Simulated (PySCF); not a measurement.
**Where the electron goes**

C₂H₇ClSi₂.
Numbering: `[SiH3:1]/[CH:2]=[C:3](\[SiH3:4])[Cl:5]` (hydrogens: H6, H7, H8 on Si1; H9 on C2; H10, H11, H12 on Si4)

Geometry (GFN2-xTB, Å), atoms numbered from 1 in this order:
```
atom  x, y, z in Å
Si1    1.8854   -0.3999    0.0165
C2     0.6506    1.0175   -0.0686
C3    -0.6686    0.8921   -0.0569
Si4   -1.7762   -0.6370    0.0489
Cl5   -1.6604    2.3366   -0.1576
H6     1.7287   -1.2798   -1.1433
H7     1.7032   -1.1616    1.2536
H8     3.2248    0.1941    0.0014
H9     1.0716    2.0151   -0.1372
H10   -2.5501   -0.7000   -1.1914
H11   -2.6617   -0.4480    1.1979
H12   -0.9461   -1.8297    0.2107
```

Theory: TDDFT PBE0/def2-SVPD, vertical, gas phase, core orbitals frozen in the response (PySCF).

Frontier orbitals with the atoms that hold most of them (Löwdin shares over 4%, at most four atoms; ? is withheld):

| orbital | ε (eV) | atoms |
| --- | --- | --- |
| HOMO-3 | -9.79 | Cl5 30%, Si4 22%, H10 14%, H11 13% |
| HOMO-2 | -9.20 | C2 28%, Cl5 22%, Si1 17%, C3 8% |
| HOMO-1 | -8.68 | Cl5 62%, C3 16%, Si4 11%, H12 5% |
| HOMO | -7.71 | ? |
| LUMO | ? | ? |
| LUMO+1 | 0.01 | Cl5 24%, Si4 20%, C3 12%, Si1 10% |
| LUMO+2 | 0.37 | Si1 22%, Si4 20%, Cl5 16%, C3 9% |

Question: Which atoms hold the LUMO, and with what shares?

Answer: C2 (bonded to C, Si and H) 30%; C3 (bonded to C, Cl and Si) 29%; Si1 (bonded to C and 3 H) 12%; Si4 (bonded to C and 3 H) 8%. By element: carbon 59%, silicon 20%.

Question: Give the leading atoms of the HOMO.

Answer: Cl5 (bonded to C) 31%; C2 (bonded to C, Si and H) 28%; C3 (bonded to C, Cl and Si) 25%; Si1 (bonded to C and 3 H) 6%. By element: carbon 53%, chlorine 31%, silicon 6% or more.

Question: What is the LUMO energy, and the HOMO–LUMO gap?

Answer: ε(LUMO) = -1.30 eV; the gap is 6.42 eV (0.2358 hartree).

Question: How does S1 compare with the orbital gap of 6.42 eV?

Answer: S1 is at 5.75 eV (f = 0.251), 0.66 eV below the gap, made of HOMO→LUMO (95%). 

Question: Give energy, strength and leading configuration of S1, S2, S3 and S4, and follow the Löwdin shares of the leading atoms from the occupied to the empty orbital.

Answer: 
- S1 (5.75 eV, f 0.251), HOMO→LUMO (95%): Cl5 31% → at most 8%, C2 28% → 30%, C3 25% → 29%
- S2 (5.93 eV, f 0.0001), HOMO-1→LUMO (98%): Cl5 62% → at most 8%, C3 16% → 29%, C2 at most 5% → 30%
- S3 (6.31 eV, f 0.0010), HOMO→LUMO+1 (88%): Cl5 31% → 24%, C2 28% → at most 10%, Si4 at most 6% → 20%
- S4 (6.33 eV, f 0.0034), HOMO-2→LUMO (96%): C2 28% → 30%, Cl5 22% → at most 8%, C3 8% → 29%

Löwdin shares depend on the basis, the more so with diffuse functions.

The run took about 50 s of CPU time (grids of density and orbitals included) (one thread, shared machine).
